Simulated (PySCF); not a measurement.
Si(OAc)(OH)3, SMILES O[Si](O)(OC(=O)C)O (C2H6O5Si), singlet (B3LYP/def2-SVP optimised geometry):

```
14

C     -1.497    -1.605    -3.739
C     -1.350    -0.628    -2.604
O     -1.554     0.565    -2.700
O     -0.964    -1.222    -1.464
Si    -0.584    -0.431     0.000
O     -1.102    -1.326     1.278
O      1.058    -0.431     0.000
O     -1.326     1.031     0.000
H     -1.865    -1.090    -4.635
H     -0.522    -2.073    -3.944
H     -2.186    -2.413    -3.448
H     -2.000    -1.151     1.584
H      1.494    -0.282     0.847
H     -1.494     1.326    -0.917
```

Method: B3LYP/def2-TZVP (PySCF 2.14.0).

Question: What are the frontier orbital energies and the dipole moment?

Answer: HOMO-2 -9.28 eV, HOMO-1 -8.89 eV, HOMO -8.18 eV, LUMO -0.53 eV, LUMO+1 0.09 eV; dipole moment 1.65 D.

On the same geometry PBE/def2-TZVP run with PySCF gives HOMO-2 -7.92 eV, HOMO-1 -7.41 eV, HOMO -6.75 eV, LUMO -1.37 eV, LUMO+1 -0.43 eV; dipole moment 1.59 D.

Meta-Löwdin charges at B3LYP/def2-TZVP: C1 -0.37, C2 0.55, O3 -0.47, O4 -0.57, Si5 1.63, O6 -0.75, O7 -0.75, O8 -0.77, H9 0.14, H10 0.14, H11 0.14, H12 0.36, H13 0.36, H14 0.36.
